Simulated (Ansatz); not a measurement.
Reaction (substitution at a C–B bond): `FCBI` + `N[SiH2]F` → `FCN[SiH2]F` + `BI`

Isolated molecules relaxed with PBE0-D4/def2-TZVP in Ansatz; ΔE leaves out vibrations. CCSD(T)/CBS adds triple-zeta CCSD(T) − MP2 to the extrapolated MP2 energy (def2 sets, frozen cores). DFT in def2-TZVPP. B3LYP here is the variant with VWN-RPA as its local correlation; programs differ in this. def2 core potentials past Kr. For I outer-core shells are correlated without core-valence functions, which leaves a few kJ/mol of doubt a bond. One conformer a species, not always the lowest.

```csv
level,ΔE (kJ/mol)
PBE0-D4,41.9
B3LYP-D4,39.7
B2PLYP,38.8
HF/def2-TZVPP,31.1
CCSD/def2-TZVPP,36.8
CCSD(T)/def2-TZVPP,36.5
HF/def2-QZVPP,31.3
HF/CBS(def2),31.3
```

Question: What does CCSD(T)/CBS give? (Best estimate.)

Answer: The calculation gave: +41.2 kJ/mol. The listed levels differ from it by 0.7, -1.5, -2.4, -10.1, -4.4, -4.7, -9.9, -9.9 kJ/mol.

Largest T1 diagnostic among the species: 0.012.

In def2-TZVPP, CCSD(T) changes the Hartree–Fock value by +5.4 kJ/mol (the triples alone add −0.3 kJ/mol) and MP2 by +7.8 kJ/mol.
